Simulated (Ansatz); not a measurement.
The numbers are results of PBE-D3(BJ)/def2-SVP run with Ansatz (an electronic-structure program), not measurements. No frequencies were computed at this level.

Ansatz 0.2 input:
```yaml
crystal:
  periodic: [false, false, false]
  atoms:
    - { symbol: Zr, position_ang: [0.085844, -0.0128, -0.132251] }
    - { symbol: N, position_ang: [-1.379732, 0.881259, 0.987569] }
    - { symbol: H, position_ang: [-2.210535, 1.174006, 0.453815] }
    - { symbol: H, position_ang: [-1.091274, 1.707289, 1.529468] }
    - { symbol: N, position_ang: [1.429497, 1.389204, -0.788798] }
    - { symbol: H, position_ang: [1.164251, 1.888507, -1.649187] }
    - { symbol: H, position_ang: [2.378, 1.025539, -0.959655] }
    - { symbol: N, position_ang: [-0.806606, -0.924578, -1.736878] }
    - { symbol: H, position_ang: [-1.761899, -1.266138, -1.558935] }
    - { symbol: H, position_ang: [-0.295368, -1.723709, -2.135999] }
    - { symbol: N, position_ang: [1.09945, -1.397476, 0.98884] }
    - { symbol: H, position_ang: [0.553202, -1.864943, 1.72556] }
    - { symbol: H, position_ang: [1.947925, -1.042153, 1.452733] }
basis:
  gaussian: { orbitals: def2-svp }
hamiltonian:
  xc: pbe
  dispersion: d3bj
relax:
  max_steps: 150
```

Output:

```
Functional definition: PBE
1430 factors; their error is unknown
mean field evaluation 1: about -7330.5044 eV, gradient 1.3e2 eV
mean field evaluation 2: about -7136.0163 eV, gradient 2.8e2 eV
mean field evaluation 4: about -7361.8624 eV, gradient 1.7e1 eV
mean field evaluation 8: about -7362.6717 eV, gradient 4.2e-2 eV
mean field evaluation 16: about -7362.6136 eV, gradient 1.5e-4 eV
mean field -7362.61358096 eV, -270.5710585416 hartree, gradient 1.2e-5 eV, S^2 0.000000; 0 other end points of the search recorded, 0 dependent functions left out
reference -7362.61367634 eV, -270.5710620468 hartree; 24, 24 occupied and 103, 103 virtual orbitals, 1430 factors
relax step   1: F+E_penalty+E_count = -7362.87616978 eV  Δ(F+E_penalty+E_count) = +0.000e0 eV  max|allowed force component| = 4.283e-1 eV/Å  Δτ_max = 0.0000 Å  (29 SCF iters, accepted)
these checks for a lower state are left out or cut short: starts, cluster_reference, orbital_swaps, neighbouring_geometries, increment
1430 factors; their error is unknown
mean field -7362.83309535 eV, -270.5791255467 hartree, gradient 1.3e-5 eV, S^2 0.000000; 0 other end points of the search recorded, 0 dependent functions left out
reference -7362.83319114 eV, -270.5791290667 hartree; 24, 24 occupied and 103, 103 virtual orbitals, 1430 factors
relax step   2: F+E_penalty+E_count = -7363.08616025 eV  Δ(F+E_penalty+E_count) = -2.100e-1 eV  max|allowed force component| = 5.422e-1 eV/Å  Δτ_max = 0.1652 Å  (34 SCF iters, accepted)
these checks for a lower state are left out or cut short: starts, cluster_reference, orbital_swaps, neighbouring_geometries, increment
1430 factors; their error is unknown
mean field evaluation 32: about -7362.9142 eV, gradient 9.2e-5 eV
mean field -7362.91419210 eV, -270.5821057972 hartree, gradient 1.3e-5 eV, S^2 0.000000; 0 other end points of the search recorded, 0 dependent functions left out
reference -7362.91428828 eV, -270.5821093316 hartree; 24, 24 occupied and 103, 103 virtual orbitals, 1430 factors
relax step   3: F+E_penalty+E_count = -7363.16463682 eV  Δ(F+E_penalty+E_count) = -7.848e-2 eV  max|allowed force component| = 8.484e-1 eV/Å  Δτ_max = 0.1375 Å  (34 SCF iters, accepted)
these checks for a lower state are left out or cut short: starts, cluster_reference, orbital_swaps, neighbouring_geometries, increment
1430 factors; their error is unknown
mean field -7363.15009024 eV, -270.5907748939 hartree, gradient 1.5e-5 eV, S^2 0.000000; 0 other end points of the search recorded, 0 dependent functions left out
reference -7363.15018698 eV, -270.5907784491 hartree; 24, 24 occupied and 103, 103 virtual orbitals, 1430 factors
relax step   4: F+E_penalty+E_count = -7363.40365519 eV  Δ(F+E_penalty+E_count) = -2.390e-1 eV  max|allowed force component| = 2.798e-1 eV/Å  Δτ_max = 0.1998 Å  (33 SCF iters, accepted)
these checks for a lower state are left out or cut short: starts, cluster_reference, orbital_swaps, neighbouring_geometries, increment
1430 factors; their error is unknown
mean field -7363.21851458 eV, -270.5932894421 hartree, gradient 1.5e-5 eV, S^2 0.000000; 0 other end points of the search recorded, 0 dependent functions left out
reference -7363.21861239 eV, -270.5932930364 hartree; 24, 24 occupied and 103, 103 virtual orbitals, 1430 factors
relax step   5: F+E_penalty+E_count = -7363.47267558 eV  Δ(F+E_penalty+E_count) = -6.902e-2 eV  max|allowed force component| = 4.301e-1 eV/Å  Δτ_max = 0.1999 Å  (35 SCF iters, accepted)
these checks for a lower state are left out or cut short: starts, cluster_reference, orbital_swaps, neighbouring_geometries, increment
1430 factors; their error is unknown
mean field -7363.30618855 eV, -270.5965114010 hartree, gradient 1.4e-5 eV, S^2 0.000000; 0 other end points of the search recorded, 0 dependent functions left out
reference -7363.30628693 eV, -270.5965150166 hartree; 24, 24 occupied and 103, 103 virtual orbitals, 1430 factors
relax step   6: F+E_penalty+E_count = -7363.55980586 eV  Δ(F+E_penalty+E_count) = -8.713e-2 eV  max|allowed force component| = 1.725e-1 eV/Å  Δτ_max = 0.2000 Å  (35 SCF iters, accepted)
these checks for a lower state are left out or cut short: starts, cluster_reference, orbital_swaps, neighbouring_geometries, increment
1430 factors; their error is unknown
mean field evaluation 64: about -7363.3131 eV, gradient 2.9e-3 eV
mean field -7363.31313210 eV, -270.5967665717 hartree, gradient 1.9e-5 eV, S^2 0.000000; 0 other end points of the search recorded, 0 dependent functions left out
reference -7363.31323047 eV, -270.5967701868 hartree; 24, 24 occupied and 103, 103 virtual orbitals, 1430 factors
relax step   7: F+E_penalty+E_count = -7363.56648931 eV  Δ(F+E_penalty+E_count) = -6.683e-3 eV  max|allowed force component| = 4.580e-1 eV/Å  Δτ_max = 0.1998 Å  (29 SCF iters, accepted)
these checks for a lower state are left out or cut short: starts, cluster_reference, orbital_swaps, neighbouring_geometries, increment
1430 factors; their error is unknown
mean field -7363.31417757 eV, -270.5968049920 hartree, gradient 9.4e-6 eV, S^2 0.000000; 0 other end points of the search recorded, 0 dependent functions left out
reference -7363.31427554 eV, -270.5968085923 hartree; 24, 24 occupied and 103, 103 virtual orbitals, 1430 factors
relax step   8: F+E_penalty+E_count = -7363.56774108 eV  Δ(F+E_penalty+E_count) = -1.252e-3 eV  max|allowed force component| = 1.712e-1 eV/Å  Δτ_max = 0.1327 Å  (29 SCF iters, accepted)
these checks for a lower state are left out or cut short: starts, cluster_reference, orbital_swaps, neighbouring_geometries, increment
1430 factors; their error is unknown
mean field -7363.32583505 eV, -270.5972333966 hartree, gradient 2.6e-5 eV, S^2 0.000000; 0 other end points of the search recorded, 0 dependent functions left out
reference -7363.32593342 eV, -270.5972370116 hartree; 24, 24 occupied and 103, 103 virtual orbitals, 1430 factors
relax step   9: F+E_penalty+E_count = -7363.57902953 eV  Δ(F+E_penalty+E_count) = -1.129e-2 eV  max|allowed force component| = 3.418e-2 eV/Å  Δτ_max = 0.1252 Å  (28 SCF iters, accepted)
these checks for a lower state are left out or cut short: starts, cluster_reference, orbital_swaps, neighbouring_geometries, increment
1430 factors; their error is unknown
mean field -7363.32706354 eV, -270.5972785427 hartree, gradient 1.2e-5 eV, S^2 0.000000; 0 other end points of the search recorded, 0 dependent functions left out
reference -7363.32716187 eV, -270.5972821563 hartree; 24, 24 occupied and 103, 103 virtual orbitals, 1430 factors
relax step  10: F+E_penalty+E_count = -7363.58025764 eV  Δ(F+E_penalty+E_count) = -1.228e-3 eV  max|allowed force component| = 3.959e-3 eV/Å  Δτ_max = 0.0386 Å  (30 SCF iters, accepted)
1430 factors; their error is unknown
mean field evaluation 96: about -7363.3830 eV, gradient 4.7e-1 eV
mean field -7363.32706354 eV, -270.5972785427 hartree, gradient 1.4e-5 eV, S^2 0.000000; 1 other end points of the search recorded, 0 dependent functions left out
reference -7363.32716187 eV, -270.5972821563 hartree; 24, 24 occupied and 103, 103 virtual orbitals, 1430 factors
Total energy: -7363.58035597 eV, -270.6065868679 hartree
Atom 0 at     0.085340    -0.015523    -0.142324 Å, force     0.001965     0.001058     0.001679 eV/Å
Atom 1 at    -1.338858     1.154584     0.775053 Å, force    -0.002649    -0.000471    -0.003959 eV/Å
Atom 2 at    -2.129163     1.570151     0.265324 Å, force     0.001642     0.002631     0.003056 eV/Å
Atom 3 at    -1.477216     1.348881     1.772908 Å, force    -0.001020     0.002244    -0.000023 eV/Å
Atom 4 at     1.483759     1.177555    -1.069092 Å, force     0.001209     0.000951     0.000886 eV/Å
Atom 5 at     1.456634     2.184589    -1.262843 Å, force     0.000693     0.003751    -0.002834 eV/Å
Atom 6 at     2.417317     0.835943    -1.331833 Å, force    -0.001991     0.001832    -0.000531 eV/Å
Atom 7 at    -0.850686    -1.210807    -1.533524 Å, force    -0.002725    -0.000567     0.002344 eV/Å
Atom 8 at    -1.755111    -1.666441    -1.355574 Å, force     0.002592    -0.001152    -0.001259 eV/Å
Atom 9 at    -0.600645    -1.391404    -2.512038 Å, force     0.000364    -0.002942     0.000418 eV/Å
Atom 10 at     1.048052    -1.171785     1.263425 Å, force     0.000382    -0.001324    -0.000367 eV/Å
Atom 11 at     0.965192    -2.176126     1.455637 Å, force     0.000320    -0.002642    -0.000600 eV/Å
Atom 12 at     1.808139    -0.805612     1.851163 Å, force    -0.000783    -0.003369     0.001190 eV/Å
Dipole moment:    -0.000416    -0.002934     0.001453 e Å
```

Cost: about 30 core-seconds (a rough figure).
